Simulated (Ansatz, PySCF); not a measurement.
Process, species as SMILES: F[Si](F)(F)Br [bromo(trifluoro)silane] + 3 [SiH4] (SiH4) -> 3 F[SiH3] [fluorosilane] + [SiH3]Br [bromosilane]
Structures are relaxed separately at B3LYP-D3(BJ)/def2-TZVP in Ansatz (a program for electronic structure). Frequencies are from Ansatz or PySCF.

Wanted: bond separation energy (enthalpy at 298 K, with B3LYP-D3(BJ) rigid-rotor harmonic-oscillator terms), in kcal/mol. Cores are frozen in the correlated levels unless marked. Spin-orbit coupling is left out. Frozen are the shells of the preceding noble gas and the d and f shells that filled before the atom's block. Non-relativistic. FCI takes restricted orbitals. CBS(X,Y): correlation extrapolated as X^-3; Hartree-Fock from the larger set.

```tsv
level	program	bond separation energy (kcal/mol)
PBE-D4/def2-TZVPD	Ansatz + dftd4	15.0
revPBE/def2-TZVPD	Ansatz	12.8
r2SCAN-D4/def2-TZVPD	Ansatz + dftd4	16.2
PBE0/STO-3G	Ansatz	22.9
PBE0/def2-SVP	Ansatz	?
PBE0/def2-TZVPD	Ansatz	14.0
BHLYP-D3(BJ)/def2-TZVPD	Ansatz + dftd3	11.9
BHLYP-D4/def2-TZVPD	Ansatz + dftd4	12.8
HSE06-D4/def2-TZVPD	Ansatz + dftd4	?
CAM-B3LYP-D4/def2-TZVPD	Ansatz + dftd4	13.4
LC-wPBE-D3(BJ)/def2-TZVPD	Ansatz + dftd3	13.7
LC-wPBE/def2-TZVPD	Ansatz	13.5
B2GP-PLYP-D3(BJ)/def2-TZVPD	Ansatz + dftd3	?
SCS-MP2/6-31G*	Ansatz	16.6
SCS-MP2/def2-SVP	Ansatz	13.5
FCI/STO-3G	Ansatz	18.0
CCSD(T)/CBS(def2-TZVPP,def2-QZVPP)	Ansatz	13.7
```

Problem. Some entries are withheld; supply them.

Solution. 
- PBE0/def2-SVP, bond separation energy (kcal/mol): 16.1
- HSE06-D4/def2-TZVPD, bond separation energy (kcal/mol): 14.8
- B2GP-PLYP-D3(BJ)/def2-TZVPD, bond separation energy (kcal/mol): 12.6
